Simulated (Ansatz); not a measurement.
Ansatz (an electronic-structure program) input (B3LYP-D3(BJ)/def2-TZVP):

Ansatz 0.2 input:
```yaml
crystal:
  periodic: [false, false, false]
  atoms:
    - {symbol: C, position_ang: [-1.63748022, 0.22159966, 0.21957058]}
    - {symbol: C, position_ang: [-1.17788793, -1.13643437, -0.35019408]}
    - {symbol: C, position_ang: [0.28498101, -1.15539166, -0.06792727]}
    - {symbol: C, position_ang: [0.78509886, 0.17864349, 0.38158323]}
    - {symbol: C, position_ang: [-0.39908836, 1.11455467, 0.07449747]}
    - {symbol: N, position_ang: [2.01625487, 0.59496840, -0.30586982]}
    - {symbol: H, position_ang: [-1.89679852, 0.10808189, 1.27538097]}
    - {symbol: H, position_ang: [-2.51299169, 0.62409784, -0.29037531]}
    - {symbol: H, position_ang: [-1.71716644, -1.98632382, 0.08001611]}
    - {symbol: H, position_ang: [-1.36823760, -1.17854031, -1.43372994]}
    - {symbol: H, position_ang: [0.92428644, -2.01780013, -0.20065359]}
    - {symbol: H, position_ang: [0.93045744, 0.15460298, 1.47970341]}
    - {symbol: H, position_ang: [-0.42434921, 1.99399025, 0.72014242]}
    - {symbol: H, position_ang: [-0.29338341, 1.45482222, -0.95858501]}
    - {symbol: H, position_ang: [2.37222392, 1.45096447, 0.10754213]}
    - {symbol: H, position_ang: [2.73843474, -0.10650474, -0.18353181]}
basis:
  gaussian:
    orbitals: def2-TZVP
hamiltonian:
  xc: b3lyp
  dispersion: d3bj
magnetization: {spin_polarized: true, initial_magnetization: 1}
phonons: {temperatures: {t_min: 298.15, t_max: 298.15, t_step: 100}}
```

Output:

```
Functional definition: B3LYP
integrals: 0.18 GiB planned
1495 factors; their error is unknown
0.36 GiB of the device are held for the grids
1.45 GiB of device memory are held for the factors and their scratch space
mean field: 1.75 GiB planned
mean field evaluation 1: about -6823.7245 eV, gradient 5.8e1 eV
mean field evaluation 2: about -6804.4242 eV, gradient 8.6e1 eV
mean field evaluation 4: about -6839.2559 eV, gradient 3.1e0 eV
mean field evaluation 8: about -6839.3054 eV, gradient 6.1e-2 eV
mean field evaluation 16: about -6839.2621 eV, gradient 7.2e-4 eV
mean field -6839.26209331 eV, -251.3382461109 hartree, gradient 2.3e-5 eV, S^2 0.754348; 0 other end points of the search recorded, 0 dependent functions left out
the calculation of the forces begins
reference -6839.26239124 eV, -251.3382570596 hartree; 24, 23 occupied and 222, 223 virtual orbitals, 1495 factors
these checks for a lower state are left out or cut short: stability, starts, cluster_reference, orbital_swaps, neighbouring_geometries, increment
integrals: 0.18 GiB planned
1495 factors; their error is unknown
0.36 GiB of the device are held for the grids
1.45 GiB of device memory are held for the factors and their scratch space
mean field: 1.74 GiB planned
mean field -6839.26188283 eV, -251.3382383759 hartree, gradient 2.4e-6 eV, S^2 0.754348; 0 other end points of the search recorded, 0 dependent functions left out
the calculation of the forces begins
reference -6839.26218084 eV, -251.3382493275 hartree; 24, 23 occupied and 222, 223 virtual orbitals, 1495 factors
these checks for a lower state are left out or cut short: stability, starts, cluster_reference, orbital_swaps, neighbouring_geometries, increment
integrals: 0.18 GiB planned
1495 factors; their error is unknown
0.36 GiB of the device are held for the grids
1.45 GiB of device memory are held for the factors and their scratch space
mean field: 1.75 GiB planned
mean field evaluation 32: about -6839.2620 eV, gradient 8.4e-3 eV
mean field -6839.26196625 eV, -251.3382414413 hartree, gradient 2.4e-6 eV, S^2 0.754348; 0 other end points of the search recorded, 0 dependent functions left out
the calculation of the forces begins
reference -6839.26226410 eV, -251.3382523871 hartree; 24, 23 occupied and 222, 223 virtual orbitals, 1495 factors
these checks for a lower state are left out or cut short: stability, starts, cluster_reference, orbital_swaps, neighbouring_geometries, increment
integrals: 0.18 GiB planned
1495 factors; their error is unknown
0.36 GiB of the device are held for the grids
1.45 GiB of device memory are held for the factors and their scratch space
mean field: 1.75 GiB planned
mean field -6839.26196955 eV, -251.3382415627 hartree, gradient 2.4e-6 eV, S^2 0.754348; 0 other end points of the search recorded, 0 dependent functions left out
the calculation of the forces begins
reference -6839.26226747 eV, -251.3382525109 hartree; 24, 23 occupied and 222, 223 virtual orbitals, 1495 factors
these checks for a lower state are left out or cut short: stability, starts, cluster_reference, orbital_swaps, neighbouring_geometries, increment
integrals: 0.18 GiB planned
1495 factors; their error is unknown
0.36 GiB of the device are held for the grids
1.45 GiB of device memory are held for the factors and their scratch space
mean field: 1.75 GiB planned
mean field -6839.26196403 eV, -251.3382413600 hartree, gradient 2.4e-6 eV, S^2 0.754348; 0 other end points of the search recorded, 0 dependent functions left out
[...]
the calculation of the forces begins
reference -6839.26232236 eV, -251.3382545283 hartree; 24, 23 occupied and 222, 223 virtual orbitals, 1495 factors
these checks for a lower state are left out or cut short: stability, starts, cluster_reference, orbital_swaps, neighbouring_geometries, increment
integrals: 0.18 GiB planned
1495 factors; their error is unknown
0.36 GiB of the device are held for the grids
1.45 GiB of device memory are held for the factors and their scratch space
mean field: 1.75 GiB planned
mean field -6839.26200888 eV, -251.3382430080 hartree, gradient 2.4e-6 eV, S^2 0.754348; 0 other end points of the search recorded, 0 dependent functions left out
the calculation of the forces begins
reference -6839.26230683 eV, -251.3382539573 hartree; 24, 23 occupied and 222, 223 virtual orbitals, 1495 factors
these checks for a lower state are left out or cut short: stability, starts, cluster_reference, orbital_swaps, neighbouring_geometries, increment
integrals: 0.18 GiB planned
1495 factors; their error is unknown
0.36 GiB of the device are held for the grids
1.45 GiB of device memory are held for the factors and their scratch space
mean field: 1.75 GiB planned
mean field -6839.26197618 eV, -251.3382418063 hartree, gradient 2.4e-6 eV, S^2 0.754348; 0 other end points of the search recorded, 0 dependent functions left out
the calculation of the forces begins
reference -6839.26227409 eV, -251.3382527544 hartree; 24, 23 occupied and 222, 223 virtual orbitals, 1495 factors
these checks for a lower state are left out or cut short: stability, starts, cluster_reference, orbital_swaps, neighbouring_geometries, increment
integrals: 0.18 GiB planned
1495 factors; their error is unknown
0.36 GiB of the device are held for the grids
1.45 GiB of device memory are held for the factors and their scratch space
mean field: 1.75 GiB planned
mean field evaluation 640: about -6839.2621 eV, gradient 6.3e-4 eV
mean field -6839.26206571 eV, -251.3382450964 hartree, gradient 2.4e-6 eV, S^2 0.754348; 0 other end points of the search recorded, 0 dependent functions left out
the calculation of the forces begins
reference -6839.26236363 eV, -251.3382560450 hartree; 24, 23 occupied and 222, 223 virtual orbitals, 1495 factors
these checks for a lower state are left out or cut short: stability, starts, cluster_reference, orbital_swaps, neighbouring_geometries, increment
integrals: 0.18 GiB planned
1495 factors; their error is unknown
0.36 GiB of the device are held for the grids
1.45 GiB of device memory are held for the factors and their scratch space
mean field: 1.75 GiB planned
mean field -6839.26206858 eV, -251.3382452022 hartree, gradient 2.4e-6 eV, S^2 0.754348; 0 other end points of the search recorded, 0 dependent functions left out
the calculation of the forces begins
reference -6839.26236652 eV, -251.3382561509 hartree; 24, 23 occupied and 222, 223 virtual orbitals, 1495 factors
these checks for a lower state are left out or cut short: stability, starts, cluster_reference, orbital_swaps, neighbouring_geometries, increment
integrals: 0.18 GiB planned
1495 factors; their error is unknown
0.36 GiB of the device are held for the grids
1.45 GiB of device memory are held for the factors and their scratch space
mean field: 1.75 GiB planned
mean field -6839.26205555 eV, -251.3382447231 hartree, gradient 2.4e-6 eV, S^2 0.754348; 0 other end points of the search recorded, 0 dependent functions left out
the calculation of the forces begins
reference -6839.26235349 eV, -251.3382556722 hartree; 24, 23 occupied and 222, 223 virtual orbitals, 1495 factors
these checks for a lower state are left out or cut short: stability, starts, cluster_reference, orbital_swaps, neighbouring_geometries, increment
integrals: 0.18 GiB planned
1495 factors; their error is unknown
0.36 GiB of the device are held for the grids
1.45 GiB of device memory are held for the factors and their scratch space
mean field: 1.75 GiB planned
mean field -6839.26197810 eV, -251.3382418770 hartree, gradient 2.4e-6 eV, S^2 0.754348; 0 other end points of the search recorded, 0 dependent functions left out
the calculation of the forces begins
reference -6839.26227602 eV, -251.3382528254 hartree; 24, 23 occupied and 222, 223 virtual orbitals, 1495 factors
these checks for a lower state are left out or cut short: stability, starts, cluster_reference, orbital_swaps, neighbouring_geometries, increment
integrals: 0.18 GiB planned
1495 factors; their error is unknown
0.36 GiB of the device are held for the grids
1.45 GiB of device memory are held for the factors and their scratch space
mean field: 1.75 GiB planned
mean field -6839.26201937 eV, -251.3382433936 hartree, gradient 2.4e-6 eV, S^2 0.754348; 0 other end points of the search recorded, 0 dependent functions left out
the calculation of the forces begins
reference -6839.26231730 eV, -251.3382543423 hartree; 24, 23 occupied and 222, 223 virtual orbitals, 1495 factors
these checks for a lower state are left out or cut short: stability, starts, cluster_reference, orbital_swaps, neighbouring_geometries, increment
integrals: 0.18 GiB planned
1495 factors; their error is unknown
0.36 GiB of the device are held for the grids
1.45 GiB of device memory are held for the factors and their scratch space
mean field: 1.75 GiB planned
mean field evaluation 672: about -6839.2968 eV, gradient 5.4e-1 eV
mean field -6839.26201548 eV, -251.3382432507 hartree, gradient 2.4e-6 eV, S^2 0.754348; 0 other end points of the search recorded, 0 dependent functions left out
the calculation of the forces begins
reference -6839.26231342 eV, -251.3382541995 hartree; 24, 23 occupied and 222, 223 virtual orbitals, 1495 factors
these checks for a lower state are left out or cut short: stability, starts, cluster_reference, orbital_swaps, neighbouring_geometries, increment
integrals: 0.18 GiB planned
1495 factors; their error is unknown
0.36 GiB of the device are held for the grids
1.45 GiB of device memory are held for the factors and their scratch space
mean field: 1.75 GiB planned
mean field -6839.26208066 eV, -251.3382456459 hartree, gradient 2.4e-6 eV, S^2 0.754348; 0 other end points of the search recorded, 0 dependent functions left out
the calculation of the forces begins
reference -6839.26237856 eV, -251.3382565936 hartree; 24, 23 occupied and 222, 223 virtual orbitals, 1495 factors
these checks for a lower state are left out or cut short: stability, starts, cluster_reference, orbital_swaps, neighbouring_geometries, increment
integrals: 0.18 GiB planned
1495 factors; their error is unknown
0.36 GiB of the device are held for the grids
1.45 GiB of device memory are held for the factors and their scratch space
mean field: 1.75 GiB planned
mean field -6839.26209117 eV, -251.3382460320 hartree, gradient 2.4e-6 eV, S^2 0.754348; 0 other end points of the search recorded, 0 dependent functions left out
the calculation of the forces begins
reference -6839.26238912 eV, -251.3382569816 hartree; 24, 23 occupied and 222, 223 virtual orbitals, 1495 factors
Total energy: -6839.86867711 eV, -251.3605376542 hartree
Atom 0 at    -1.637480     0.221600     0.219571 Å, force     0.000198     0.000507    -0.001916 eV/Å
Atom 1 at    -1.177888    -1.136434    -0.350194 Å, force     0.000033    -0.000055     0.001395 eV/Å
Atom 2 at     0.284981    -1.155392    -0.067927 Å, force     0.001593    -0.000133    -0.000136 eV/Å
Atom 3 at     0.785099     0.178643     0.381583 Å, force    -0.000193     0.000587    -0.000353 eV/Å
Atom 4 at    -0.399088     1.114555     0.074497 Å, force    -0.000889     0.000720     0.001230 eV/Å
Atom 5 at     2.016255     0.594968    -0.305870 Å, force     0.000344    -0.000765     0.000993 eV/Å
Atom 6 at    -1.896799     0.108082     1.275381 Å, force     0.000241    -0.000281    -0.000325 eV/Å
Atom 7 at    -2.512992     0.624098    -0.290375 Å, force    -0.000303     0.000360     0.000043 eV/Å
Atom 8 at    -1.717166    -1.986324     0.080016 Å, force     0.000055    -0.000351    -0.000049 eV/Å
Atom 9 at    -1.368238    -1.178540    -1.433730 Å, force    -0.000134     0.000378     0.000366 eV/Å
Atom 10 at     0.924286    -2.017800    -0.200654 Å, force     0.000239    -0.000766    -0.000340 eV/Å
Atom 11 at     0.930457     0.154603     1.479703 Å, force    -0.000284     0.000020    -0.000236 eV/Å
Atom 12 at    -0.424349     1.993990     0.720142 Å, force    -0.000038     0.000404     0.000035 eV/Å
Atom 13 at    -0.293383     1.454822    -0.958585 Å, force    -0.000173    -0.000192     0.000162 eV/Å
Atom 14 at     2.372224     1.450964     0.107542 Å, force    -0.000403    -0.000766    -0.000396 eV/Å
Atom 15 at     2.738435    -0.106505    -0.183532 Å, force    -0.000287     0.000331    -0.000473 eV/Å
Dipole moment:     0.034961    -0.018472     0.239433 e Å
Vibrations: 108.79 188.10 219.74 308.01 382.93 499.21 563.25 636.55 826.04 847.04 880.98 896.49 915.85 940.21 1016.61 1030.27 1049.30 1087.41 1115.43 1197.67 1216.37 1246.43 1292.64 1313.14 1318.45 1338.01 1376.31 1388.25 1469.11 1494.79 1507.04 1652.95 2841.14 2941.35 3019.70 3039.25 3040.94 3082.40 3091.97 3191.06 3468.45 3544.41 cm⁻¹, zero-point energy 3.879716 eV
```

It need not be the lowest isomer of its formula.
